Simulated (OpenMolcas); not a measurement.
Pt4+ (d6) among equal point charges was computed by CASSCF with the d shell active (OpenMolcas, ANO-RCC-VDZP on the metal). Its lowest spin-free states, and all those of the highest spin:

```tsv
2S+1	Degeneracy	E (cm-1)
5	1	0.0
5	2	4256
5	2	5053
3	1	19526
3	1	19592
3	2	20083
3	2	21640
3	2	21805
3	1	22965
3	1	23390
3	2	23915
3	1	24969
```

**Question.** Is the site octahedral, tetrahedral or cube-like, axial, or of lower symmetry?

**Answer.** The states with 2S+1 = 5 have orbital degeneracies 1, 2, 2. There are pairs but no triples, so the site is axial: not cubic, but with a proper or improper axis of order three or more. The run had Pt4+ among 6 point charges of -1.7 e arranged as a trigonal prism (D3h), 2.08 Å from the ion, with a polar angle of 57.0° against the regular 49.1°.

Spin-orbit coupling mixes the spin-free states strongly: the lowest level takes only 61 % from its leading state, 5A1. Without dynamic correlation the repulsion within the d shell is too large (B by tens of per cent), so at a given field states of lower spin stand too high. Point charges give a weaker field than real ligands, and real ions of this kind are as a rule low spin; the high spin found here belongs to the model. Point charges carry no covalency, so the field is a model and not that of real ligands. No measured value stands beside these numbers.
